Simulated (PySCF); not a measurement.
An unknown shows these calculated signals:

$^{1}$H NMR (500 MHz, computed): δ 10.39 (s, 1H), 4.53 (m, 1H), 4.53 (m, 1H), 4.00 (t, 3H), 3.40 (q, 2H), 1.59 (m, 2H), 1.58 (m, 2H).

$^{13}$C{$^{1}$H} NMR (computed): δ 217.9 (CH), 87.0 (C), 53.8 (CH2), 21.8 (CH2).

- coordinates at the GFN2-xTB level
- σ from GIAO-PBE0/pcSseg-1
- run in PySCF
- no solvent model, a single conformation, equivalent nuclei averaged, relativity neglected

Chemical shifts δ = σref − σ; $^{1}$H and $^{13}$C vs TMS, all at this level.

Problem. Which of these does the molecule contain: a non-aromatic C=C double bond, a Si–H bond, an aldehyde, an S-methyl group, an N-methyl group?

Solution. 
- A non-aromatic C=C double bond: no.
- A Si–H bond: yes (δH 4.00 (t)).
- An aldehyde: yes (δC 217.9; δH 10.39 (s)).
- An S-methyl group: no.
- An N-methyl group: no.

The data belong to SMILES [SiH3]COC1(C=O)C[SiH2]C1, C5H12O2Si2; they needn't prove each group on their own.

Carbon signals by region: 1 in the far downfield region (above 160 ppm), 2 at 50–100 ppm, 1 below 50 ppm. Above 160 ppm: 217.9, aldehyde carbonyl carbon.

Shifts are as computed. Against solution values, carbons near 30 ppm lie about +3 ppm off and those near 130 ppm about +5 ppm. Of 1309 compounds with measured shifts, 239 miss one by over three times the rms of a fit or turn the order of signals round; such compounds aren't used in these exercises. Multiplicities follow the n + 1 count of equivalent neighbours, as no J values were calculated; m marks all less simple cases, F and P coupling included.
